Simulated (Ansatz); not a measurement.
The same path of F3GeHO + H3Si (10 atoms, charge 0, multiplicity 2) was run twice with different band settings. Lost on the way: Ge1–F2. Made: F2–Si7.

Level of theory: UKS PBE/def2-SVP (Ansatz).

Relaxed end points:

```xyz
10
Properties=species:S:1:pos:R:3
Ge -0.241 -0.036 -0.190
F -1.274 0.296 1.174
O 1.449 -0.010 0.275
H 1.518 -0.160 1.251
F -0.543 1.146 -1.409
F -0.750 -1.559 -0.834
Si 0.598 -0.169 3.715
H -0.479 -1.213 3.738
H 1.719 -0.476 4.668
H 0.075 1.228 3.870
```

```xyz
10
Properties=species:S:1:pos:R:3
Ge -0.231 0.507 -0.543
F 1.274 0.486 2.438
O 1.421 -0.121 -0.257
H 1.649 0.095 0.680
F -0.881 -0.442 -1.873
F -1.219 0.060 0.878
Si 0.211 -0.239 3.500
H -0.140 -1.594 2.972
H 0.962 -0.358 4.794
H -0.975 0.654 3.669
```

Common settings: spring 5.0 eV/Å²; optimiser quadratic models (default); start path through a guess of the saddle point; force threshold 0.03 eV/Å; iteration limit 60; end points relaxed.

| run | movable images | climbing image |
| --- | --- | --- |
| 1 | 9 | yes |
| 2 | 1 | no |

Q: What does each run give, and how far can it be trusted?

A: Run 1: converged after 22 iterations, highest image 0.350 eV above the first end. A vibrational analysis at the climbing image gives one clearly imaginary mode, 306i cm⁻¹, and a faint second one (19i cm⁻¹) that may be numerical noise or a soft torsion: probably a first-order saddle point.
Run 2: converged after 21 iterations, highest image 0.000 eV above the first end. The highest image is an end point: on this band no image between the ends rises above it. So few images can step over the top or miss a turn of the path.
